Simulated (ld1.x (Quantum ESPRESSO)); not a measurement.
## What one change does to a pseudopotential (F (Z = 9), PAW)

```
Element                 : F (Z = 9)
Generator               : ld1.x (Quantum ESPRESSO) 7.5
Type                    : PAW
Functional              : PBE
Relativity              : scalar-relativistic
Frozen core             : [He]
Valence charge          : 7
Reference configuration : 2s2 2p5
Partial waves           : 2s (bound): rcut 0.55, rcutus 0.60 bohr; 2s channel at -1.75 Ry: rcut 0.55, rcutus 0.60 bohr; 2p (bound): rcut 0.85, rcutus 1.05 bohr; 2p channel at -0.35 Ry: rcut 0.85, rcutus 1.05 bohr; 3d channel at 0.5 Ry: rcut 0.90, rcutus 1.05 bohr; 3d channel at 1.05 Ry: rcut 0.90, rcutus 1.05 bohr
Local potential         : all-electron potential smoothed inside 0.90 bohr (lloc = -1)
Core correction         : a·sin(br)/r model core, default radius (core density twice the valence density)
Augmentation charge     : PSQ, inside the norm-conserving radii
```

All-electron outer shells of the reference configuration (PBE, scalar-relativistic, ld1.x):

| shell | level (eV) | outermost node (bohr) | outermost maximum (bohr) |
| --- | --- | --- | --- |
| 1s | -663.37 | – | 0.11 |
| 2s | -29.90 | 0.24 | 0.76 |
| 2p | -11.11 | – | 0.71 |

Change: waves 2p (bound): rcut 0.85, rcutus 1.34 bohr; 2p channel at -0.35 Ry: rcut 0.85, rcutus 1.34 bohr.

Cutoffs: the cutoffs (Ry, on a coarse ladder) from which the occupation-weighted sum of valence levels, in a spherical-Bessel basis at the reference potential, stays within 10 and 1 mRy of its value at 400 Ry; they do not see the model core or the augmentation charge, which bear on the density cutoff. Errors are all-electron minus pseudo energies relative to the spin-unpolarised reference configuration.

**Question.** Predict the effect on cutoff, ghosts and configuration errors.

**Answer.** The potential gets neither clearly harder nor softer (110 Ry and 180 Ry → 100 Ry and 180 Ry); both files keep a bound ghost (s); of the 7 tests that both files solve, the error grows in 0 and shrinks in 3 by more than 15 % and 0.3 meV (median size 1.6 → 1.0 meV). That the errors move this way runs against the usual rule that smaller radii transfer better.

| quantity | base | changed |
| --- | --- | --- |
| cutoff, loose | 110 Ry | 100 Ry |
| cutoff, tight | 180 Ry | 180 Ry |
| loose cutoff by channel (10 mRy a level) | s 100 Ry, p 55 Ry | s 100 Ry, p 35 Ry |
| bound ghosts | s | s |
| error for 2s2 2p4, meV [ΔE 19.39 eV] | -1.6 | -1.0 |
| error for 2s2 2p3, meV [ΔE 57.78 eV] | -9.6 | -2.6 |
| error for 2s2 2p2, meV [ΔE 118.41 eV] | -29 | -7.4 |
| error for 2s1 2p6, meV [ΔE 18.81 eV] | -0.8 | -0.9 |
| error for 2s2 2p5.3, meV [ΔE -2.67 eV] | +0.3 | +0.3 |
| error for 2s2 2p4.5, meV [ΔE 7.54 eV] | -0.5 | -0.5 |
| error for 2s1 2p5, meV [ΔE 38.49 eV] | -2.3 | -2.1 |
| lowest overlap eigenvalue by channel | s 0.73, p 0.96, d 0.85 | s 0.73, p 0.94, d 0.85 |

 A true bound ghost makes a file unfit for plane-wave use even where its test errors are small: the radial tests pick states by their node count and pass the ghost by.
